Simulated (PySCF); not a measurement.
# The third ionisation energy along the third row

Calculated with PySCF 2.14 from differences of total energies of unrestricted determinants, without spin-orbit coupling. Values in eV. The last column holds reference values (NIST; (s) semi-empirical, (t) theoretical, else measured). Unmarked ones compare directly (S terms, centres of terms, or small fine structure); those marked * lie between the lowest fine-structure levels and include a spin-orbit shift.

| element | configurations | UHF | MP2 (valence) | SCS-MP2 (valence) | CCSD (valence) | CCSD(T) (valence) | reference |
| --- | --- | --- | --- | --- | --- | --- | --- |
| Si (x2c-SVPall, spin-free X2C) | [Ne] 3s2 → [Ne] 3s1 | 31.975 | 32.772 | 32.931 | 33.158 | 33.158 | 33.493 |
| P (x2c-SVPall, spin-free X2C) | [Ne] 3s2 3p1 → [Ne] 3s2 | 29.504 | 29.687 | 29.668 | 29.797 | 29.814 | 30.203 * |
| Cl (x2c-SVPall, spin-free X2C) | [Ne] 3s2 3p3 → [Ne] 3s2 3p2 | 38.917 | 39.346 | 39.183 | 39.259 | 39.260 | 39.8 ± 0.11 (s) * |
| Ar (x2c-SVPall, spin-free X2C) | [Ne] 3s2 3p4 → [Ne] 3s2 3p3 | 39.431 | 39.933 | 39.954 | 39.937 | 39.943 | 40.735 ± 0.012 (s) * |

"Valence" correlates the outer s and p shells and, in groups 3 to 12 and the f block, the outer d or f shell, open or full, or the next shell where the ion has no valence electron left; the wider scheme adds the next inner shell.
